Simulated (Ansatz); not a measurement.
## AlF3 (SMILES [F][Al]([F])[F]): the electronic atomisation energy, rung by rung

The species is AlF3 (4 atoms), meant as a singlet with charge 0. SMILES: `[F][Al]([F])[F]`. The shape comes from GFN2-xTB, which is rough for such elements, and wasn't checked as a minimum.

Quantity: the electronic atomisation energy, in eV. The values are calculated. Electronic energies at fixed atoms, without zero-point motion or spin-orbit coupling.

```tsv
level	kind	program	value (eV)	CPU time (all runs)
BLYP/STO-3G	GGA	Ansatz	?	2.1 s
PBE/STO-3G	GGA	Ansatz	18.52	2.1 s
revPBE/STO-3G	GGA	Ansatz	?	2.1 s
PBE0/STO-3G	global hybrid	Ansatz	17.01	1.8 s
r2SCAN0/STO-3G	hybrid meta-GGA	Ansatz	16.56	5 s
HSE06/STO-3G	range-separated hybrid	Ansatz	17.04	2.4 s
wB97X/STO-3G	range-separated hybrid	Ansatz	16.82	8.4 s
BCCD(T)/STO-3G	coupled cluster or CI	Ansatz	13.45	0.49 s
FCI/STO-3G	exact in the basis	Ansatz	13.48	13 s
```

Q: Estimate what the levels marked ? give.

A: As computed at these levels: BLYP/STO-3G: 18.27 eV; revPBE/STO-3G: 17.83 eV. The values span 13.45 to 18.52 eV. All rows use very small basis sets, so even the best lies far from the true value. Times are those of the runs behind each value, whatever else they computed, on shared processors of several kinds: orders of magnitude only.
